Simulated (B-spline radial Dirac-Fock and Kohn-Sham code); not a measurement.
## Isotope-shift constants of the inner levels of Co²⁺

System: Co²⁺ in the configuration 1s2 2s2 2p6 3s2 3p6 3d7.

The computed values come from an atomic code on a B-spline grid: first-order field-shift and mass-shift constants from Dirac-Fock ground and hole states with a Fermi nucleus; the mass shift has no relativistic recoil terms. A binding energy shifts by δE = F·δ⟨r²⟩ + (K_N + K_S)·δ(1/M); F is taken for a change of radius at fixed skin thickness and so holds the higher radial moments.

| level | F (meV/fm²) | K_N (meV u) | K_S (meV u) |
| --- | --- | --- | --- |
| K (1s) | -4.037 | -4255 | 1614 |
| L1 (2s) | -0.3832 | -529.1 | -155.8 |
| L2 (2p1/2) | 0.03429 | -455.6 | 438.3 |
| L3 (2p3/2) | 0.03560 | -447.5 | 418.3 |
| M1 (3s) | -0.05554 | -76.85 | -44.14 |
| M2 (3p1/2) | 0.003758 | -54.05 | 43.69 |
| M3 (3p3/2) | 0.003953 | -53.03 | 39.55 |
